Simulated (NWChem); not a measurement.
Program: NWChem. System: Br2, charge 0, spin multiplicity 1, displaced from the optimised geometry. Level: CCSD(T)/def2-SVP, 18 core orbitals frozen, spin-restricted.

Input file:

```
start mol
memory heap 100 mb stack 700 mb global 1900 mb
geometry units angstroms nocenter noautoz noautosym
  Br     0.000000     0.000000     1.149171
  Br     0.000000     0.000000    -1.379005
end
basis spherical
  * library def2-svp
end
scf
  rhf
  nopen 0
  maxiter 100
  thresh 1e-7
  semidirect memsize 60000000 filesize 0
end
ccsd
  freeze core 18
  maxiter 60
end
task ccsd(t) energy
```

Output (cleaned and shortened):

```
             Northwest Computational Chemistry Package (NWChem) 7.3.0
             --------------------------------------------------------

                                NWChem Input Module
                                -------------------

 Scaling coordinates for geometry "geometry" by  1.889725989
 (inverse scale =  0.529177249)

                             Geometry "geometry" -> ""
                             -------------------------

 Output coordinates in angstroms (scale by  1.889725989 to convert to a.u.)

  No.       Tag          Charge          X              Y              Z
 ---- ---------------- ---------- -------------- -------------- --------------
    1 Br                  35.0000     0.00000000     0.00000000     1.14917100
    2 Br                  35.0000     0.00000000     0.00000000    -1.37900500

 Effective nuclear repulsion energy (a.u.)     256.4070420828

            Nuclear Dipole moment (a.u.)
            ----------------------------
        X                 Y               Z
 ---------------- ---------------- ----------------
     0.0000000000     0.0000000000   -15.2013149001


 Summary of "ao basis" -> "" (spherical)
 ------------------------------------------------------------------------------
       Tag                 Description            Shells   Functions and Types
 ---------------- ------------------------------  ------  ---------------------
 *                          def2-svp                  on all atoms

 Summary of "ao basis" -> "ao basis" (spherical)
 ------------------------------------------------------------------------------
       Tag                 Description            Shells   Functions and Types
 ---------------- ------------------------------  ------  ---------------------
 Br                         def2-svp                12       32   5s4p3d

                                 NWChem SCF Module
                                 -----------------

  ao basis        = "ao basis"
  functions       =    64
  atoms           =     2
  closed shells   =    35
  open shells     =     0
  charge          =   0.00
[...]
task       300 out of       300 done 100%  at       1.3 secs
 commencing triples evaluation - blocking       1
 ccsd(t): done        1 out of       29 progress:    3.4%
 ccsd(t): done        2 out of       29 progress:    6.9%
 ccsd(t): done        3 out of       29 progress:   10.3%
 ccsd(t): done        4 out of       29 progress:   13.8%
 ccsd(t): done        5 out of       29 progress:   17.2%
 ccsd(t): done        6 out of       29 progress:   20.7%
 ccsd(t): done        7 out of       29 progress:   24.1%
 ccsd(t): done        8 out of       29 progress:   27.6%
 ccsd(t): done        9 out of       29 progress:   31.0%
 ccsd(t): done       10 out of       29 progress:   34.5%
 ccsd(t): done       11 out of       29 progress:   37.9%
 ccsd(t): done       12 out of       29 progress:   41.4%
 ccsd(t): done       13 out of       29 progress:   44.8%
 ccsd(t): done       14 out of       29 progress:   48.3%
 ccsd(t): done       15 out of       29 progress:   51.7%
 ccsd(t): done       16 out of       29 progress:   55.2%
 ccsd(t): done       17 out of       29 progress:   58.6%
 ccsd(t): done       18 out of       29 progress:   62.1%
 ccsd(t): done       19 out of       29 progress:   65.5%
 ccsd(t): done       20 out of       29 progress:   69.0%
 ccsd(t): done       21 out of       29 progress:   72.4%
 ccsd(t): done       22 out of       29 progress:   75.9%
 ccsd(t): done       23 out of       29 progress:   79.3%
 ccsd(t): done       24 out of       29 progress:   82.8%
 ccsd(t): done       25 out of       29 progress:   86.2%
 ccsd(t): done       26 out of       29 progress:   89.7%
 ccsd(t): done       27 out of       29 progress:   93.1%
 ccsd(t): done       28 out of       29 progress:   96.6%
 ccsd(t): done       29 out of       29 progress:  100.0%
 Time for integral evaluation pass     1        1.30
 Time for triples evaluation pass      1        1.78

 pseudo-e(mp4)  -0.11923483087038E-01
 pseudo-e(mp5)   0.43939528278226E-03
        e(t)    -0.11484087804255E-01

 --------------
 CCSD(T) Energy
 --------------
 Reference energy:                   -5144.172995866139900

 CCSD corr. energy:                     -0.470251499111214
 T(CCSD) corr. energy:                  -0.011923483087038
 Total CCSD+T(CCSD) energy:          -5144.655170848338457

 CCSD corr. energy:                     -0.470251499111214
 (T) corr. energy:                      -0.011484087804255
 Total CCSD(T) energy:               -5144.654731453055319

 routine      calls  cpu(0)   cpu-min  cpu-ave  cpu-max   i/o
 aoccsd          1     0.01     0.01     0.01     0.01    0.00
 iterdrv         1     0.01     0.01     0.01     0.01    0.00
 pampt          12     0.06     0.06     0.06     0.06    0.00
 t2pm           12     0.13     0.13     0.13     0.13    0.00
 sxy            12     0.14     0.14     0.14     0.14    0.00
 ints       979896    13.46    13.46    13.46    13.46    0.00
 t2eri        3600     4.67     4.67     4.67     4.67    0.00
 idx2         3600     0.63     0.63     0.63     0.63    0.00
 idx34          12     0.11     0.11     0.11     0.11    0.00
 ht2pm          12     0.28     0.28     0.28     0.28    0.00
 itm            12     0.64     0.64     0.64     0.64    0.00
 pdiis          12     0.02     0.02     0.02     0.02    0.00
 triples         1     0.00     0.00     0.00     0.00    0.00
 rdtrpo          1     0.01     0.01     0.01     0.01    0.00
 trpmos          1     1.30     1.30     1.30     1.30    0.00
 trpdrv          1     0.24     0.24     0.24     0.24    0.00
 dovvv      150858     0.59     0.59     0.59     0.59    0.00
 doooo      150858     0.38     0.38     0.38     0.38    0.00
 tengy      142477     0.51     0.51     0.51     0.51    0.00
 Total                23.18    23.18    23.18    23.18    0.00

 Task  times  cpu:       24.8s     wall:       24.8s

 Total times  cpu:       24.8s     wall:       24.8s
```
